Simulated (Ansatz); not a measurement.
The cluster Zr₂P₂, 4 atoms. Hardware: 4 threads of Arm Neoverse V2 on a shared host.

In the def2 sets Zr takes a core potential; there is no spin–orbit coupling. Correlated methods freeze 10 core orbitals; core or outer-core shells of Zr are correlated, in sets that lack core-valence functions.

Question: How many basis functions does each of these Ansatz runs have, and roughly what does it cost? PBE with 50 % exact exchange/def2-TZVP, charge 0 quintet, energy, from earlier orbitals; ωB97X-V/def2-TZVP, charge 0 triplet, energy, from earlier orbitals; PBE with 10 % exact exchange/def2-TZVP, charge 0 quintet, energy, from earlier orbitals; RPA@PBE/def2-TZVP, charge 0 quintet, energy, from earlier orbitals; PBE with 5 % exact exchange/def2-TZVP, charge 0 singlet, energy, from earlier orbitals; PBE0-D4/def2-SVP, charge 1 doublet at the geometry of the charge 0 singlet, energy with a search over starts; r2SCAN0-D4/def2-TZVP, charge 0 singlet, energy, from earlier orbitals; r2SCAN-D4/def2-TZVP, charge 0 singlet, energy, from earlier orbitals; PBE-D4/def2-TZVP, charge 0 unrestricted singlet, energy, from earlier orbitals; r2SCANh-D4/def2-TZVP, charge 0 singlet, energy, from earlier orbitals; r2SCANh-D4/def2-TZVP, charge 0 quintet, energy, from earlier orbitals; PBE0-D4/def2-SVP, charge 0 quintet, energy with a search over starts.

Answer: Other jobs shared the machine, so times can vary by a factor of up to 3. A dash marks memory too small to be measured apart from the calling script's.

```json
{"run": "PBE with 5 % exact exchange/def2-TZVP, charge 0 singlet, energy, from earlier orbitals", "functions": "154", "fitting or Cholesky vectors": "1182", "wall time": "3.3 s", "peak host memory (GiB)": "–"}
{"run": "PBE-D4/def2-TZVP, charge 0 unrestricted singlet, energy, from earlier orbitals", "functions": "154", "fitting or Cholesky vectors": "1182", "wall time": "4.9 s", "peak host memory (GiB)": "–"}
{"run": "r2SCAN-D4/def2-TZVP, charge 0 singlet, energy, from earlier orbitals", "functions": "154", "fitting or Cholesky vectors": "1182", "wall time": "5.5 s", "peak host memory (GiB)": "–"}
{"run": "PBE with 10 % exact exchange/def2-TZVP, charge 0 quintet, energy, from earlier orbitals", "functions": "154", "fitting or Cholesky vectors": "1182", "wall time": "5.5 s", "peak host memory (GiB)": "–"}
{"run": "r2SCANh-D4/def2-TZVP, charge 0 singlet, energy, from earlier orbitals", "functions": "154", "fitting or Cholesky vectors": "1182", "wall time": "6 s", "peak host memory (GiB)": "–"}
{"run": "PBE0-D4/def2-SVP, charge 1 doublet at the geometry of the charge 0 singlet, energy with a search over starts", "functions": "98", "fitting or Cholesky vectors": "976", "wall time": "6.5 s", "peak host memory (GiB)": "–"}
{"run": "RPA@PBE/def2-TZVP, charge 0 quintet, energy, from earlier orbitals", "functions": "154", "fitting or Cholesky vectors": "1168", "wall time": "7 s", "peak host memory (GiB)": "–"}
{"run": "r2SCAN0-D4/def2-TZVP, charge 0 singlet, energy, from earlier orbitals", "functions": "154", "fitting or Cholesky vectors": "1362", "wall time": "7 s", "peak host memory (GiB)": "–"}
{"run": "PBE0-D4/def2-SVP, charge 0 quintet, energy with a search over starts", "functions": "98", "fitting or Cholesky vectors": "976", "wall time": "8 s", "peak host memory (GiB)": "–"}
{"run": "PBE with 50 % exact exchange/def2-TZVP, charge 0 quintet, energy, from earlier orbitals", "functions": "154", "fitting or Cholesky vectors": "1502", "wall time": "12 s", "peak host memory (GiB)": "0.59"}
{"run": "r2SCANh-D4/def2-TZVP, charge 0 quintet, energy, from earlier orbitals", "functions": "154", "fitting or Cholesky vectors": "1182", "wall time": "13 s", "peak host memory (GiB)": "0.62"}
{"run": "ωB97X-V/def2-TZVP, charge 0 triplet, energy, from earlier orbitals", "functions": "154", "fitting or Cholesky vectors": "1244", "wall time": "46 s", "peak host memory (GiB)": "1.1"}
```
